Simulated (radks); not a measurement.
Fractional charge and spin in the 3d shell of nickel: the spin-up occupation runs from 4 to 5 and the spin-down occupation from 2 to 3; the fullest corner is Ni, [Ar] 4s2 3d(up 5, down 3). Calculated with a radial shooting solver on a logarithmic mesh with Libxc functionals: non-relativistic Kohn-Sham, PBE, spin-polarised, spherical densities, point nucleus. Energy (eV) above the fullest corner. The planes named below are the two flat planes that join the four corners, with an edge along up + down = one added electron.

\begin{tabular}{lrrrrr}
down \ up & 4 & 4.25 & 4.5 & 4.75 & 5 \\ \hline
2 & 49.795 & 39.372 & 30.134 & 22.040 & 15.043 \\
2.25 & 39.964 & 30.784 & 22.744 & 15.798 & 9.899 \\
2.5 & 31.289 & 23.307 & 16.416 & 10.569 & 5.714 \\
2.75 & 23.729 & 16.897 & 11.104 & 6.302 & 2.434 \\
3 & 17.240 & 11.506 & 6.759 & 2.943 & 0.000 \\
\end{tabular}

Corners above the fullest one (they belong to Ni+ and the next ion): (up 5, down 2) 15.043 eV, (up 4, down 3) 17.240 eV, (up 4, down 2) 49.795 eV. With half an added electron in each spin the energy lies 0.275 eV from the planes, and with half an added electron in spin up alone -2.285 eV. The planes are only a guide here: the flat-plane condition holds for ground states with one frontier orbital, while this shell lies below other occupied shells, so the corners above the fullest one are inner-hole states and not the ground states of those ions.
